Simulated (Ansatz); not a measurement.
C3H7N, SMILES `C/C=C/N` (charge 0, multiplicity 1).

Z-matrix (Å, degrees):
```
C
C 1 1.3319
H 2 1.0877 1 119.62
H 1 1.0891 2 118.81 3 -179.91
N 2 1.3892 3 113.65 1 -176.20
H 5 1.0073 2 114.71 3 -36.58
H 5 1.0087 6 111.45 2 132.21
C 1 1.4909 4 117.27 2 -178.92
H 8 1.0928 1 111.07 4 -179.27
H 8 1.0953 9 107.68 1 -122.72
H 8 1.0956 9 107.50 10 -114.59
```
Charge 0, spin multiplicity 1.

Frozen-core energies in 6-31g from Ansatz (a first-principles code) at a geometry from PBE0-D3(BJ)/def2-TZVP; the HF reference has <S^2> = 0.00 and the T1 diagnostic is 0.009.

```tsv
level	energy (Ha)	difference from CCSDT(Q) (mHa)
HF	-172.03186	431.47
MP2	-172.40886	54.47
CCSD	-172.45115	12.18
CCSD(T)	-172.46175	1.58
CCSDT	-172.46237	0.95
CCSDT(Q)	-172.46333	0.00
```
